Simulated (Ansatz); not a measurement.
Consider the formal exchange of groups at the Si–Si bond: `O[SiH2][SiH2][SiH3]` + `[NH2][GaH2]` → `[NH2][GaH][SiH2][SiH3]` + `O[SiH3]`.

Gas-phase electronic energies from Ansatz, PBE0-D4/def2-TZVP geometries. CBS: MP2 limit from def2 TZ/QZ plus the TZ coupled-cluster correction, frozen cores. Functionals use def2-TZVPP. For Ga outer-core shells are correlated without core-valence functions, which leaves a few kJ/mol of doubt a bond. Scalar relativity is left out up to krypton. Each species was taken in one conformer, which may not be the lowest.

```
             level  ΔE (kJ/mol)  difference from CCSD(T)/CBS
            PBE-D4        -22.8                          7.2
              PBE0        -24.2                          5.8
    MP2/def2-TZVPP        -32.1                         -2.1
SCS-MP2/def2-TZVPP        -31.8                         -1.8
   CCSD/def2-TZVPP        -29.6                          0.4
CCSD(T)/def2-TZVPP        -29.6                          0.4
     HF/def2-QZVPP        -27.7                          2.3
    MP2/def2-QZVPP        -32.0                         -2.0
      HF/CBS(def2)        -27.6                          2.4
    CCSD/CBS(def2)        -30.1                         -0.1
       CCSD(T)/CBS        -30.0                            0
```

Largest T1 diagnostic among the species: 0.015.

CCSD(T)/CBS has its own doubt, a few kJ/mol and more with outer-core shells, so smaller differences from it don't rank the levels.
